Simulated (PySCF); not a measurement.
## Polarisability and C₆ of Li⁺ (lithium, charge +1)

1s2, closed-shell 1S. All numbers are calculated (PySCF 2.14, the non-relativistic Hamiltonian (point nucleus), in def2-QZVPPD (6s4p2d1f, 35 functions)). Coupled (time-dependent) response in atomic units; α is the mean over directions.

```tsv
method	mean α (bohr³)	C₆ (like pair)	S(−4)
UHF	0.1424	0.04579	0.02028
PBE	0.1630	0.05397	0.02860
PBE0	0.1566	0.05137	0.02586
wB97X-V	0.1586	0.05208	0.02692
```

S(−4) is the Cauchy moment in α(ω) = α(0) + S(−4) ω² + …

α(iu) at PBE0:

```tsv
u (hartree)	α(iu) (bohr³)
0	0.1566
0.0500	0.1565
0.100	0.1563
0.200	0.1555
0.300	0.1543
0.500	0.1504
0.750	0.1435
1.00	0.1350
1.50	0.1162
2.00	0.09833
3.00	0.07096
5.00	0.04155
```

For an ion, C₆ is the dispersion term alone; charge-induced terms of lower order in 1/R come first.
